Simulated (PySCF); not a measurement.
PySCF input for Al2H4, SMILES [AlH2][AlH2], TDA-PBE/def2-TZVPD. The structure is a stationary point at TPSSh-D3(BJ)/def2-TZVP.

```python
import numpy as np
from pyscf import gto, scf, dft, tdscf

mol = gto.M(
    atom='''
    Al   -0.00000000    0.00000000   -1.29760760
    Al    0.00000000   -0.00000000    1.29760760
    H     0.95469574    0.95469574   -2.14167675
    H    -0.95469575   -0.95469575   -2.14167675
    H     0.95469575   -0.95469574    2.14167675
    H    -0.95469574    0.95469575    2.14167675
    ''',
    basis='def2-TZVPD',
    charge=0,
    spin=0,
    symmetry=True,
    max_memory=1600,
    verbose=4,
)
mf = dft.RKS(mol, xc='pbe').density_fit(auxbasis='def2-universal-jkfit')
mf.grids.level = 3
mf.conv_tol = 1e-9
mf.max_cycle = 100
mf.kernel()
mf.grids = dft.Grids(mol).set(level=1).build(with_non0tab=True)  # coarser grid for the response kernel
td = tdscf.TDA(mf)
td.singlet = True
td.nstates = 10
td.conv_tol = 1e-4
td.positive_eig_threshold = 1e-6
td.kernel(x0=td.get_init_guess(mf, 15))
td.analyze()
tt = tdscf.TDA(mf)
tt.singlet = False
tt.nstates = 4
tt.conv_tol = 1e-4
tt.positive_eig_threshold = 1e-6
tt.kernel(x0=tt.get_init_guess(mf, 9))
tt.analyze(verbose=3)
```

Output:

```
PySCF version 2.14.0

[INPUT] verbose = 4
[INPUT] num. atoms = 6
[INPUT] num. electrons = 30
[INPUT] charge = 0
[INPUT] spin (= nelec alpha-beta = 2S) = 0
[INPUT] symmetry True subgroup None
[INPUT] Mole.unit = angstrom
[INPUT] Symbol           X                Y                Z      unit          X                Y                Z       unit  Magmom
[INPUT]  1 Al     0.000000000000   0.000000000000  -1.297607600000 AA    0.000000000000   0.000000000000  -2.452122981154 Bohr   0.0
[INPUT]  2 Al     0.000000000000   0.000000000000   1.297607600000 AA    0.000000000000   0.000000000000   2.452122981154 Bohr   0.0
[INPUT]  3 H      0.954695740000   0.954695740000  -2.141676750000 AA    1.804113480889   1.804113480889  -4.047182504849 Bohr   0.0
[INPUT]  4 H     -0.954695750000  -0.954695750000  -2.141676750000 AA   -1.804113499786  -1.804113499786  -4.047182504849 Bohr   0.0
[INPUT]  5 H      0.954695750000  -0.954695740000   2.141676750000 AA    1.804113499786  -1.804113480889   4.047182504849 Bohr   0.0
[INPUT]  6 H     -0.954695740000   0.954695750000   2.141676750000 AA   -1.804113480889   1.804113499786   4.047182504849 Bohr   0.0

nuclear repulsion = 60.0324750655961
point group symmetry = D2d, use subgroup D2
symmetry origin: [0. 0. 0.]
symmetry axis x: [ 1.00000000e+00 -5.36483955e-19 -7.32450553e-10]
symmetry axis y: [-0.00000000e+00  1.00000000e+00 -7.32450748e-10]
symmetry axis z: [7.32450553e-10 7.32450748e-10 1.00000000e+00]
num. orbitals of irrep A = 32
num. orbitals of irrep B1 = 32
num. orbitals of irrep B2 = 29
num. orbitals of irrep B3 = 29
number of shells = 50
number of NR pGTOs = 182
number of NR cGTOs = 122
basis = def2-TZVPD
ecp = {}


[settings echo left out]
init E= -486.679788257962
HOMO (A) = -0.244583976423367  LUMO (B3) = -0.116167223002795  gap/eV = 3.49440
cycle= 1 E= -486.915222088558  delta_E= -0.235  |g|= 0.245  |ddm|= 1.82
HOMO (A) = -0.215761396472638  LUMO (B2) = -0.107982208713879  gap/eV = 2.93282
cycle= 2 E= -486.920495523978  delta_E= -0.00527  |g|= 0.201  |ddm|= 0.436
HOMO (A) = -0.208988022902881  LUMO (B2) = -0.0987532053001057  gap/eV = 2.99964
cycle= 3 E= -486.934899681605  delta_E= -0.0144  |g|= 0.0311  |ddm|= 0.266
HOMO (A) = -0.218286560975795  LUMO (B3) = -0.105096066165759  gap/eV = 3.08007
cycle= 4 E= -486.935386797048  delta_E= -0.000487  |g|= 0.00204  |ddm|= 0.0563
HOMO (A) = -0.217611445973091  LUMO (B3) = -0.10458152087961  gap/eV = 3.07570
cycle= 5 E= -486.93538881321  delta_E= -2.02e-06  |g|= 0.000182  |ddm|= 0.00355
HOMO (A) = -0.217603426957833  LUMO (B3) = -0.104593229324801  gap/eV = 3.07516
cycle= 6 E= -486.935388827771  delta_E= -1.46e-08  |g|= 2.44e-05  |ddm|= 0.000371
HOMO (A) = -0.217596087040089  LUMO (B3) = -0.104586950813067  gap/eV = 3.07514
cycle= 7 E= -486.93538882809  delta_E= -3.19e-10  |g|= 4.52e-06  |ddm|= 6e-05
HOMO (A) = -0.217596657532207  LUMO (B3) = -0.104587331807427  gap/eV = 3.07514
Extra cycle  E= -486.935388828096  delta_E= -6.37e-12  |g|= 2.96e-06  |ddm|= 9.24e-06
converged SCF energy = -486.935388828096
tot grids = 22592
Overwritten attributes  positive_eig_threshold  of <class 'pyscf.tdscf.rks.TDA'>


******** <class 'pyscf.tdscf.rks.TDA'> for <class 'pyscf.df.df_jk.DFSymAdaptedRKS'> ********
nstates = 10 singlet
deg_eia_thresh = 1.000e-03
wfnsym = None
conv_tol = 0.0001
eigh lindep = 1e-12
eigh level_shift = 0
eigh max_cycle = 100


Excitation energies (eV)
[3.3912873  3.3912873  4.47989721 4.53628948 4.59406305 4.61235478
 5.89869847 5.90479975 6.21047036 6.68064796]

** Singlet excitation energies and oscillator strengths **
Excited State   1:   B2      3.39129 eV    365.60 nm  f=0.0173
      15 -> 16       -0.69843
Excited State   2:   B3      3.39129 eV    365.60 nm  f=0.0173
      15 -> 17       -0.69843
Excited State   3:   B1      4.47990 eV    276.76 nm  f=0.0000
      13 -> 17        0.49962
      14 -> 16       -0.49962
Excited State   4:    A      4.53629 eV    273.32 nm  f=0.0000
      13 -> 16        0.49950
      14 -> 17       -0.49950
Excited State   5:   B1      4.59406 eV    269.88 nm  f=0.0424
      13 -> 17        0.47796
      14 -> 16        0.47796
      15 -> 18       -0.19470
Excited State   6:    A      4.61235 eV    268.81 nm  f=0.0000
      13 -> 16       -0.49412
      14 -> 17       -0.49412
Excited State   7:    A      5.89870 eV    210.19 nm  f=0.0000
      15 -> 19       -0.70252
Excited State   8:   B1      5.90480 eV    209.97 nm  f=0.3017
      13 -> 17        0.10089
      14 -> 16        0.10089
      15 -> 18        0.59136
      15 -> 20       -0.28944
      15 -> 25        0.17824
Excited State   9:   B1      6.21047 eV    199.64 nm  f=0.4281
      15 -> 18       -0.22921
      15 -> 20       -0.63734
      15 -> 25       -0.17700
Excited State  10:   B2      6.68065 eV    185.59 nm  f=0.0007
      12 -> 17        0.59053
      14 -> 18        0.12449
      15 -> 22        0.35870

** Transition electric dipole moments (AU) **
state          X           Y           Z        Dip. S.      Osc.
  1         0.0000     -0.4562      0.0000      0.2082      0.0173
  2        -0.4562      0.0000      0.0000      0.2082      0.0173
  3        -0.0000      0.0000      0.0000      0.0000      0.0000
  4        -0.0000      0.0000      0.0000      0.0000      0.0000
  5        -0.0000     -0.0000      0.6140      0.3770      0.0424
  6         0.0000      0.0000      0.0000      0.0000      0.0000
  7         0.0000      0.0000     -0.0000      0.0000      0.0000
  8        -0.0000     -0.0000      1.4442      2.0857      0.3017
  9         0.0000      0.0000     -1.6773      2.8133      0.4281
 10        -0.0000      0.0667      0.0000      0.0044      0.0007

** Transition velocity dipole moments (imaginary part, AU) **
state          X           Y           Z        Dip. S.      Osc.
  1         0.0000      0.0295     -0.0000      0.0009      0.0047
  2         0.0295      0.0000     -0.0000      0.0009      0.0047
  3         0.0000     -0.0000      0.0000      0.0000      0.0000
  4         0.0000     -0.0000     -0.0000      0.0000      0.0000
  5        -0.0000     -0.0000      0.0400      0.0016      0.0063
  6        -0.0000     -0.0000      0.0000      0.0000      0.0000
  7        -0.0000     -0.0000     -0.0000      0.0000      0.0000
  8        -0.0000     -0.0000      0.2308      0.0533      0.1637
  9         0.0000      0.0000     -0.3240      0.1050      0.3066
 10        -0.0000      0.0316      0.0000      0.0010      0.0027

** Transition magnetic dipole moments (imaginary part, AU) **
state          X           Y           Z
  1        -0.0000     -0.8899     -0.0000
  2         0.8899      0.0000      0.0000
  3        -0.0000     -0.0000      1.5675
  4        -0.0000     -0.0000      0.0000
  5         0.0000     -0.0000     -0.0000
  6        -0.0000      0.0000      0.0000
  7        -0.0000      0.0000      0.0000
  8         0.0000     -0.0000      0.0000
  9        -0.0000      0.0000     -0.0000
 10         0.0000      0.2581      0.0000


******** <class 'pyscf.tdscf.rks.TDA'> for <class 'pyscf.df.df_jk.DFSymAdaptedRKS'> ********
nstates = 4 triplet
deg_eia_thresh = 1.000e-03
wfnsym = None
conv_tol = 0.0001
eigh lindep = 1e-12
eigh level_shift = 0
eigh max_cycle = 100


Excitation energies (eV)
[2.62181681 2.62181681 4.07736945 4.10194662]

** Triplet excitation energies and oscillator strengths **
Excited State   1:   B3      2.62182 eV    472.89 nm  f=0.0000
Excited State   2:   B2      2.62182 eV    472.89 nm  f=0.0000
Excited State   3:    A      4.07737 eV    304.08 nm  f=0.0000
Excited State   4:   B1      4.10195 eV    302.26 nm  f=0.0000
```

The run converged.
